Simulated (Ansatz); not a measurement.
A nudged elastic band was laid between two geometries of ClH5Si2 + H4OSi (14 atoms, charge 0, multiplicity 1).

Computed with Ansatz 0.2.0, RKS PBE0-D4/cc-pVDZ.

```yaml
movable_images: 7
climbing_image: yes
spring: 5.0 eV/Å²
optimiser: quadratic models (default)
start_path: through a guess of the saddle point
force_threshold: 0.05 eV/Å
iteration_limit: 60
end_points: relaxed
```

Image 0:

```xyz
14
Properties=species:S:1:pos:R:3
Si 0.134 0.468 0.046
Si -0.319 0.257 2.344
H -1.311 -0.833 2.590
H 0.947 0.008 3.104
H -0.904 1.551 2.838
H 1.528 0.077 -0.331
H -0.102 1.865 -0.445
Cl -1.186 -0.728 -1.076
O 0.788 -2.268 1.214
Si -0.066 -3.658 0.723
H 0.120 -3.925 -0.738
H 0.425 -4.846 1.499
H -1.492 -3.379 1.047
H 1.748 -2.331 1.138
```

Image 8:

```xyz
14
Properties=species:S:1:pos:R:3
Si -0.001 -0.476 -0.764
Si 0.403 -0.033 3.298
H -0.952 -0.654 3.153
H 0.899 -0.233 4.697
H 0.312 1.432 3.003
H 1.216 0.253 -1.208
H -0.789 0.269 0.263
Cl -1.250 -0.710 -2.414
O 0.469 -1.966 -0.202
Si -0.202 -3.423 0.331
H 0.777 -4.502 0.007
H -0.414 -3.347 1.810
H -1.508 -3.674 -0.357
H 1.349 -0.677 2.334
```

Problem. What changes between the two ends?

Solution. Bonds broken: Si1–Si2, O9–H14. Bonds formed: Si1–O9, Si2–H14. ClH5Si2 + H4OSi becomes ClH5OSi2 + H4Si.

Problem. Give the energies along the band, and the barrier.

Solution. The forces met the threshold. The highest image is number 5 of 0 to 8, 1.46 eV above the first end and 2.11 eV above the last; the last end lies 0.65 eV below the first. Neighbouring images differ by up to 2.1 eV, so the band resolves the path poorly. A vibrational analysis at the climbing image gives one clearly imaginary mode, 772i cm⁻¹: a first-order saddle point. The orbitals stay closed-shell, which can raise the energy where a bond breaks towards radicals; this wasn't checked here.

```json
{"image": "0", "path coordinate (Å)": "0.00", "energy (eV)": "0.00", "Si1–Si2 (Å)": "2.35", "O9–H14 (Å)": "0.97", "Si1–O9 (Å)": "3.05"}
{"image": "1", "path coordinate (Å)": "1.21", "energy (eV)": "0.02", "Si1–Si2 (Å)": "2.35", "O9–H14 (Å)": "0.96", "Si1–O9 (Å)": "3.11"}
{"image": "2", "path coordinate (Å)": "2.42", "energy (eV)": "0.09", "Si1–Si2 (Å)": "2.35", "O9–H14 (Å)": "0.96", "Si1–O9 (Å)": "3.29"}
{"image": "3", "path coordinate (Å)": "3.63", "energy (eV)": "0.40", "Si1–Si2 (Å)": "2.35", "O9–H14 (Å)": "0.96", "Si1–O9 (Å)": "2.83"}
{"image": "4", "path coordinate (Å)": "4.84", "energy (eV)": "0.97", "Si1–Si2 (Å)": "2.40", "O9–H14 (Å)": "0.97", "Si1–O9 (Å)": "2.11"}
{"image": "5", "path coordinate (Å)": "6.04", "energy (eV)": "1.46", "Si1–Si2 (Å)": "2.75", "O9–H14 (Å)": "1.09", "Si1–O9 (Å)": "1.82"}
{"image": "6", "path coordinate (Å)": "7.91", "energy (eV)": "-0.63", "Si1–Si2 (Å)": "3.87", "O9–H14 (Å)": "2.52", "Si1–O9 (Å)": "1.66"}
{"image": "7", "path coordinate (Å)": "9.78", "energy (eV)": "-0.64", "Si1–Si2 (Å)": "3.98", "O9–H14 (Å)": "2.91", "Si1–O9 (Å)": "1.66"}
{"image": "8", "path coordinate (Å)": "11.64", "energy (eV)": "-0.65", "Si1–Si2 (Å)": "4.11", "O9–H14 (Å)": "2.98", "Si1–O9 (Å)": "1.66"}
```

Problem. What is the geometry of the highest image?

Solution. 
```xyz
14
Properties=species:S:1:pos:R:3:forces:R:3
Si 0.052 -0.328 0.107 0.00 0.00 0.00
Si 0.201 0.266 2.783 0.00 0.00 0.00
H -1.012 0.226 3.680 0.00 0.00 0.00
H 1.406 0.044 3.665 0.00 0.00 0.00
H 0.307 1.697 2.308 0.00 0.00 0.00
H 1.379 0.332 0.012 0.00 0.00 0.00
H -1.205 0.463 0.164 0.00 0.00 0.00
Cl -0.111 -1.127 -1.895 0.00 0.00 0.00
O 0.019 -2.002 0.813 0.00 0.00 -0.01
Si -0.171 -3.648 0.210 0.00 0.00 0.00
H 0.984 -3.960 -0.673 0.00 0.00 0.00
H -0.140 -4.450 1.468 0.00 0.00 0.00
H -1.486 -3.750 -0.477 0.00 0.00 0.00
H 0.083 -1.504 1.785 0.00 0.00 0.01
```

Time of the run: 9.5 min on 4 threads of Arm Neoverse V2, with other jobs on the host, peak memory 0.4 GiB.
